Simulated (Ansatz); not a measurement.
NiBr2N2H6⁺, that is cis-NiBr2(NH3)2 with one electron fewer. The state is a doublet with charge 1. Geometry PBE-D4/def2-SVP, that of the neutral singlet; atoms count from 1.

| atom | x (Å) | y (Å) | z (Å) |
| --- | --- | --- | --- |
| Ni1 | 0.383 | 0.313 | 0.633 |
| Br2 | 2.011 | -0.497 | 2.060 |
| Br3 | 0.264 | 2.359 | 1.703 |
| N4 | -1.002 | 0.989 | -0.569 |
| H5 | -1.917 | 0.519 | -0.490 |
| H6 | -0.763 | 1.027 | -1.572 |
| H7 | -1.126 | 1.965 | -0.231 |
| N8 | 0.488 | -1.410 | -0.281 |
| H9 | 1.156 | -1.935 | 0.318 |
| H10 | 0.892 | -1.376 | -1.230 |
| H11 | -0.385 | -1.956 | -0.342 |

The charge 1 doublet is spin-contaminated (final ⟨S²⟩ up to 1.00, 0.75 for a pure state).

**Question.** Estimate the Mulliken populations from the PBE0/def2-TZVP orbitals of Ansatz.

**Answer.** 
```tsv
atom	charge (e)	spin (α − β)	d electrons
Ni1	0.39	1.40	8.40
Br2	-0.13	-0.23	–
Br3	-0.13	-0.23	–
N4	-0.49	0.03	–
H5	0.30	0.00	–
H6	0.30	0.00	–
H7	0.32	0.00	–
N8	-0.49	0.03	–
H9	0.32	0.00	–
H10	0.31	0.00	–
H11	0.30	0.00	–
```
Mulliken values depend strongly on the basis.

**Question.** Where does the spin sit?

**Answer.** Summed by element: Ni 1.40, Br -0.46, N 0.05, H 0.00, of 1 unpaired in all. Largest on single atoms: Ni1 1.40, Br2 -0.23, Br3 -0.23.

**Question.** And the Mayer bond orders between heavy atoms (over 0.3)?

**Answer.** Ni1–Br2 0.90 (2.31 Å); Ni1–Br3 0.90 (2.31 Å); Ni1–N4 0.58 (1.95 Å); Ni1–N8 0.58 (1.95 Å).
